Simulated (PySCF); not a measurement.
# Te: ionisation energy

Te [Kr] 4d10 5s2 5p4 (3P) → Te⁺ [Kr] 4d10 5s2 5p3 (4S), as a difference of total energies. Calculation: PySCF 2.14, in aug-cc-pVQZ-DK3 (9s8p6d3f2g, 102 functions); scalar relativity by spin-free X2C-1e. Correlated levels: valence: [Kr] 4d10 frozen. The calculations carry no spin-orbit coupling.

```tsv
method	ionisation energy (eV)
UHF	7.731
LDA	9.009
PBE	8.733
PBE0	8.732
r2SCAN	8.745
wB97M-V	8.734
HSE06	8.788
BP86	8.923
MP2 (valence)	8.455
SCS-MP2 (valence)	8.533
```

Problem. How much does correlation contribute at MP2 (valence)?

Solution. 8.455 − (7.731) = 0.724 eV, measured against UHF.

Errors of the correlated levels include the incompleteness of this basis and the frozen core.

For comparison: 8.749 eV (measured; NIST levels, between the centres of gravity of the two terms).
